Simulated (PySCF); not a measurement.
Selenium: a sound run and one with changed settings

Sound run: Se [Ar] 3d10 4s2 4p4, Se⁺ [Ar] 3d10 4s2 4p3. Calculation: PySCF 2.14, in Sapporo-DKH3-DZP-2012; the spin-free X2C one-electron Hamiltonian (Gaussian nucleus). In the sound run the correlated levels freeze [Ar] 3d10. The sound run starts from symmetry-adapted Hartree-Fock orbitals and uses a fine grid where one is needed.

Changed run: no relativity, point nucleus. This setting is unsound on purpose.

```
species   method  sound run (hartree)  changed run (hartree)  converged
     Se      UHF          -2428.01033            -2382.17666        yes
     Se     TPSS          -2429.69470            -2383.89026        yes
     Se    B3LYP          -2429.80539            -2384.00186        yes
     Se      MP2          -2428.08560            -2382.25221        yes
     Se  CCSD(T)          -2428.10257            -2382.26985        yes
    Se⁺      UHF          -2427.69846            -2381.86213        yes
    Se⁺     TPSS          -2429.34096            -2383.53419        yes
    Se⁺    B3LYP          -2429.44584            -2383.64017        yes
    Se⁺      MP2          -2427.75699            -2381.92166        yes
    Se⁺  CCSD(T)          -2427.77246            -2381.93799        yes
```

Ionisation energy of Se:

| method | sound run (eV) | changed run (eV) |
| --- | --- | --- |
| UHF | 8.486 | 8.559 |
| TPSS | 9.626 | 9.689 |
| B3LYP | 9.784 | 9.842 |
| MP2 | 8.942 | 8.995 |
| SCS-MP2 | 8.959 | 9.010 |
| CCSD | 8.970 | 9.017 |
| CCSD(T) | 8.983 | 9.030 |

Most of the change in total energy is the relativistic energy itself. On top of that the contraction fixes the core shape for the Hamiltonian it was made with, so the changed run is not a good calculation with the other Hamiltonian either.

For comparison, NIST gives 9.752 eV between the lowest levels.
